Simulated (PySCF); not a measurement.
Compound: C₂H₆NSi₂ (doublet state).
Geometry (GFN2-xTB, Å), atoms numbered from 1 in this order:
```
atom  x, y, z in Å
N1     2.9114    1.0846   -0.1696
C2     2.1797    0.2063   -0.1015
Si3    0.9576   -1.2097    0.0199
C4    -0.6413   -0.4457    0.5662
Si5   -1.5132    1.0071   -0.2177
H6     0.9023   -1.7795   -1.3315
H7     1.5146   -2.1556    0.9905
H8    -1.0888   -0.8515    1.4642
H9    -0.9655    2.2574    0.3207
H10   -2.9421    0.9256    0.0996
H11   -1.3092    0.9637   -1.6669
```

The hyperfine couplings belong to this conformer and change with its torsions.

As a line formula: `N#C[SiH2][CH][SiH3]` [radical].

Theory: UKS B3LYP, pcH-1 on C H N Si, non-relativistic, mean-field spin-orbit, GIAO in PySCF 2.14.0. The structure is a single GFN2-xTB conformer in the gas phase; no vibrational or solvent corrections. A GFN2-xTB geometry isn't a minimum of the functional, and hyperfine couplings can be far from their values at a DFT geometry. No stability test was run, so a lower SCF solution isn't excluded.

**Question.** Match the computed a_iso(13C) values +77.3, +35.7 MHz with the sites C2; C4.

**Answer.** 
```csv
site,a_iso (MHz),ρ(0) (bohr⁻³),position,distance from C4 (Å),spin population,largest |T| (MHz)
C2,+35.7,+0.0318,2 bonds from C4,2.97,+0.01,3.7
C4,+77.3,+0.0689,largest spin population,0.00,+1.00,144.2
```

**Question.** Match the computed a_iso(1H) values -54.0, +44.2, +29.0 MHz (means over equivalent nuclei) with the sites H6/H7; H8; H9/H10/H11.

**Answer.** 
```
      site  a_iso (MHz)  ρ(0) (bohr⁻³)            position  distance from C4 (Å)  bound to  spin population there  largest |T| (MHz)
     H6/H7        +29.0        +0.0065  β, 2 bonds from C4                  2.79       Si3                  -0.03                5.4
        H8        -54.0        -0.0121   α, 1 bond from C4                  1.08        C4                  +1.00               35.7
H9/H10/H11        +44.2        +0.0099  β, 2 bonds from C4                  2.73       Si5                  -0.05                5.2
```

ρ(0) is the spin density at the nucleus and T the dipolar tensor; a_iso includes a spin–orbit part; entries for several nuclei are means. The largest Mulliken spin population is on C4 (+1.00). The angles at C4 add up to 359.9°, so it is planar; its axial dipolar tensor and the negative coupling of its proton fit spin in a p orbital normal to that plane.

Class means assume fast exchange of nuclei equivalent by connectivity; if that motion is slow, each nucleus keeps its own coupling. The three 1H nuclei of mean +44.2 MHz run from 17.6 to 90.0 MHz in the frozen geometry. The 1H value of +29.0 MHz is a mean of couplings from -0.6 to 58.6 MHz in this one geometry, not an average over conformers.
